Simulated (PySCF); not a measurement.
**Highest orbital energy against ionisation energy along the alkaline earths**

Calculated with PySCF 2.14, no spin-orbit coupling. Each cell gives −ε(HOMO) / ΔSCF in eV; NIST values include spin-orbit coupling, (s) semi-empirical, (t) theoretical.

```
                                                                                    species              UHF              LDA              PBE             PBE0           r2SCAN  NIST (lowest levels)
  Be⁺ (aug-cc-pCVTZ-DK with one added diffuse shell each of s, p, d, f type, spin-free X2C)  18.132 / 18.129  14.300 / 18.254  14.464 / 18.494  15.477 / 18.455  14.602 / 18.188                18.211
  Mg⁺ (aug-cc-pCVTZ-DK with one added diffuse shell each of s, p, d, f type, spin-free X2C)  14.759 / 14.745  12.000 / 15.372  11.914 / 15.358  12.723 / 15.254  12.073 / 15.043                15.035
Ca⁺ (aug-cc-pwCVTZ-X2C with one added diffuse shell each of s, p, d, f type, spin-free X2C)  11.380 / 11.357   9.507 / 12.165   9.344 / 12.035   9.955 / 11.920   9.418 / 11.718                11.872
Sr⁺ (aug-cc-pwCVTZ-X2C with one added diffuse shell each of s, p, d, f type, spin-free X2C)  10.476 / 10.446   8.876 / 11.365   8.680 / 11.191   9.236 / 11.063   8.763 / 10.868                11.030
Ba⁺ (aug-cc-pwCVTZ-X2C with one added diffuse shell each of s, p, d, f type, spin-free X2C)    9.402 / 9.368   8.065 / 10.318   7.863 / 10.132   8.357 / 10.002    7.920 / 9.805                10.004
```

**Question.** How far is −ε(HOMO) from ΔSCF on average for each method, and why?

**Answer.** UHF 0.02 eV; LDA -2.95 eV; PBE -2.99 eV; PBE0 -2.19 eV; r2SCAN -2.57 eV. Hartree-Fock orbital energies lack relaxation and so exceed the ΔSCF value; semilocal functionals have convex E(N) from self-interaction, so their HOMO lies far too high; exact exchange moves hybrids part of the way back.
